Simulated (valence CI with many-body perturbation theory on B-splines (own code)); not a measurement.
The numbers below are computed, except where a source is named.
# A CI+MBPT run for Eu56+

Method: configuration interaction combined with many-body perturbation theory (CI+MBPT): five valence electrons over a frozen Dirac-Fock core [He], a basis of 9 s, 9 p, 8 d, 6 f, 3 g, 1 h functions for each j, with the one-electron correlation potential Σ1 (screened to all orders), the two-electron term Σ2, the three-electron term Σ3, Breit, model QED; selected single and double excitations, second order for the rest (own B-spline code, finite nucleus).

Command, and the settings that its task file holds:

```sh
python run_cv.py task.json out
```

```
atom Eu  Z=63  mass_number=153  rms_radius_fm=5.1115
core [He]
valence 2s2 2p3
avg = 1
basis = M
breit = 1
cap = 40000
capref = 1200
cscale = 1
de = 0.0
dress = 0
eps = 2e-08
h = 0.27
hh = 1
l2 = 3
lcore = 6
maxit = 60
n2 = 5
natural = 1
nlev = 45
nno = [5, 5, 5, 4, 2, 1]
nroot = 26
nsp = [4, 4, 3, 2, 1, 0]
pt2 = 1
qed = 1
rpa = 1
s1 = 1
s2 = 1
s3 = 1
screen = 1
tol = 2e-05
```

It took 2.6 min on 1 thread of Arm Neoverse V2, with other jobs on the host.

Log. The first blocks belong to the next ion, which gives the ionisation energy. Fields: 2J, parity (1 odd), roots, reference size, generating configurations, candidates as configurations/state functions, variational space P, stored matrix elements, Davidson steps; e2 is the range of second-order energies in hartree. The first line gives the box (bohr), its intervals, the orbitals and the steps of their self-consistent field. Window is the range of levels sought, series limit the energy at which the first omitted orbital would enter, core excitation an estimate of the first excitation out of the core, left out the lowest levels not solved, and shifts from estimates the range by which levels moved from their first estimate, all in cm⁻¹.

```
rmax 1.5 intervals 54 orbitals 63 references ['2s2 2p3', '2s 2p4', '2p5'] scf 3 t 0.4
2J=0 par=0 roots 2 ref 28 generators 4 cand 3355/4621 P 2046/2901 nnz 1.1e+06 it 4
2J=0 par=0 roots 2 ref 28 generators 4 cand 1335/1748 P 2407/3411 nnz 1.5e+06 it 4
   second order: generators 6 cand 3630/5826 e2 -0.00001 -0.00001
reference levels 610, estimated 440, window 59601823 1/cm; series limit 79525406, core excitation 334610452
2J=3 par=1 roots 16 ref 95 generators 16 cand 28490/213621 P 2033/7995 nnz 5.2e+06 it 10
2J=3 par=1 roots 16 ref 95 generators 22 cand 27401/209361 P 7323/39999 nnz 7.7e+07 it 10
   second order: generators 24 cand 25443/200805 e2 -0.00514 -0.00087
2J=5 par=1 roots 10 ref 77 generators 11 cand 26707/242735 P 1852/7998 nnz 5.7e+06 it 5
2J=5 par=1 roots 10 ref 77 generators 17 cand 27361/250884 P 6398/40000 nnz 8.5e+07 it 6
   second order: generators 21 cand 29634/272578 e2 -0.00435 -0.00207
2J=1 par=1 roots 11 ref 64 generators 15 cand 24930/119550 P 2792/7996 nnz 4.2e+06 it 5
2J=1 par=1 roots 11 ref 64 generators 20 cand 23453/115252 P 10114/39999 nnz 7.2e+07 it 8
   second order: generators 24 cand 24314/127529 e2 -0.00103 -0.00015
2J=5 par=0 roots 13 ref 81 generators 15 cand 29143/257942 P 1997/8000 nnz 5.6e+06 it 7
2J=5 par=0 roots 13 ref 81 generators 20 cand 28124/253662 P 6679/39989 nnz 8.2e+07 it 9
   second order: generators 23 cand 29526/282777 e2 -0.00631 -0.00211
2J=1 par=0 roots 13 ref 62 generators 15 cand 24146/114789 P 2784/7999 nnz 4.4e+06 it 5
2J=1 par=0 roots 13 ref 62 generators 21 cand 23513/115293 P 10239/39996 nnz 6.9e+07 it 8
   second order: generators 26 cand 24181/118671 e2 -0.00152 -0.00015
2J=3 par=0 roots 16 ref 89 generators 14 cand 27665/203251 P 1941/7998 nnz 5.5e+06 it 7
2J=3 par=0 roots 16 ref 89 generators 20 cand 27485/209387 P 7163/39994 nnz 7.8e+07 it 8
   second order: generators 23 cand 28277/228984 e2 -0.00549 -0.00155
2J=7 par=1 roots 5 ref 46 generators 7 cand 21749/220476 P 1835/8000 nnz 5.7e+06 it 5
2J=7 par=1 roots 5 ref 46 generators 11 cand 22195/219392 P 5973/39997 nnz 9.5e+07 it 6
   second order: generators 13 cand 23255/235728 e2 -0.00272 -0.00158
2J=7 par=0 roots 5 ref 46 generators 6 cand 20849/206459 P 1877/8000 nnz 5.4e+06 it 5
2J=7 par=0 roots 5 ref 46 generators 10 cand 21305/217230 P 5820/39972 nnz 9.6e+07 it 5
   second order: generators 14 cand 24264/263252 e2 -0.00249 -0.00128
2J=9 par=0 roots 2 ref 22 generators 4 cand 12936/124602 P 1631/7993 nnz 7e+06 it 4
2J=9 par=0 roots 2 ref 22 generators 5 cand 12640/120680 P 5330/38271 nnz 1.4e+08 it 5
   second order: generators 6 cand 11435/144032 e2 -0.00019 -0.00007
2J=9 par=1 roots 2 ref 17 generators 4 cand 12097/122141 P 1665/7985 nnz 6.7e+06 it 4
2J=9 par=1 roots 2 ref 17 generators 4 cand 11125/116673 P 4930/39985 nnz 1.3e+08 it 5
   second order: generators 4 cand 7860/84673 e2 -0.00092 -0.00032
left out: unestimated 75026045, estimated 63580646, shifts from estimates -194 to 241
operators 0.1
```

The Davidson iterations converged.

The last digits are not significant, and no measured levels were compared; by estimate large intervals hold to a few tenths of a per cent, small ones and those within an open d or f shell to about a per cent. Among the levels kept, up to 1200 cm⁻¹ of a level comes from second order outside the variational space, and about a tenth of that is noise between levels of different J, which matters for small intervals.

```yaml
Valence_energy: -2378.228 hartree
Ionisation_energy: "11739 eV (NIST: 11739 ± 5 eV (theoretical))"
Reference_configurations_for_the_orbitals: 2s2 2p3, 2s 2p4, 2p5
Radial_orbitals: 63
Box_radius: 1.479 bohr
Largest_variational_space: 40000
Lowest_levels: (2s^2 2p1/2^2 2p3/2) J=3/2 0.00, (2s^2 2p1/2 2p3/2^2) J=3/2 48.33, (2s^2 2p1/2 2p3/2^2) J=5/2 49.94, (2s^2 2p1/2 2p3/2^2) J=1/2 52.90, (2s 2p1/2^2 2p3/2^2) J=5/2 68.27, (2s 2p1/2^2 2p3/2^2) J=1/2 74.52, (2s 2p1/2^2 2p3/2^2) J=3/2 74.62, (2s^2 2p3/2^3) J=3/2 101.33, (2s 2p1/2 2p3/2^3) J=3/2 [a] 118.28, (2s 2p1/2 2p3/2^3) J=5/2 121.00, (2s 2p1/2 2p3/2^3) J=1/2 124.58, (2s 2p1/2 2p3/2^3) J=3/2 [b] 125.31, (2p1/2^2 2p3/2^3) J=3/2 147.33, (2s 2p3/2^4) J=1/2 174.15 Ry
```

Levels are named by their leading jj configuration (3d3/2^4 stands for four electrons in 3d with j = 3/2), which in mixed levels can hold well under half, so a name can repeat and another be missing. Letters in brackets count levels of one name in rising energy.
